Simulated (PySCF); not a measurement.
Parent: `[CH3:1][CH2:2][N:3]([CH3:4])[PH-:5]` (charge -1) with C1–C2–N3–C4 77°, C2–N3–P5–H 115°, [C3H9NP]-.

The geometries are computed with GFN2-xTB (gas phase). One conformer each, not checked by frequencies here.

| coordinate of the parent | value |
| --- | --- |
| C1–C2 | 1.533 Å |
| C2–N3 | 1.442 Å |
| N3–C4 | 1.441 Å |
| N3–P5 | 1.777 Å |
| C1–C2–N3 | 112.1° |
| C2–N3–C4 | 112.5° |
| C2–N3–P5 | 115.1° |
| C4–N3–P5 | 115.3° |

Question: How does the shared frame change in `[CH3:1][CH2:2][N:3]([CH3:4])[P-:5][n:6]1[cH:7][cH:8][cH:9][cH:10]1` (charge -1) with C1–C2–N3–C4 69°, C2–N3–P5–N6 -108°, N3–P5–N6–C7 -179°, [C7H12N2P]-? Atoms pair as C1 = C1, C2 = C2, N3 = N3, C4 = C4, P5 = P5 (parent first).

Answer: 
| parent | relative | value in the relative | change |
| --- | --- | --- | --- |
| C1–C2 | C1–C2 | 1.533 Å | 0.000 |
| C2–N3 | C2–N3 | 1.440 Å | -0.002 |
| N3–C4 | N3–C4 | 1.441 Å | 0.000 |
| N3–P5 | N3–P5 | 1.739 Å | -0.038 |
| C1–C2–N3 | C1–C2–N3 | 115.4° | +3.3 |
| C2–N3–C4 | C2–N3–C4 | 114.5° | +2.0 |
| C2–N3–P5 | C2–N3–P5 | 117.7° | +2.6 |
| C4–N3–P5 | C4–N3–P5 | 118.3° | +3.0 |

Of the parent's bonds, N3–P5 changes most (-0.038 Å). Bonds of the relative outside the shared frame: P5–N6 1.767, N6–C7 1.356, C7–C8 1.376, C8–C9 1.402, C9–C10 1.377, N6–C10 1.354 Å. Point group C1 → C1.
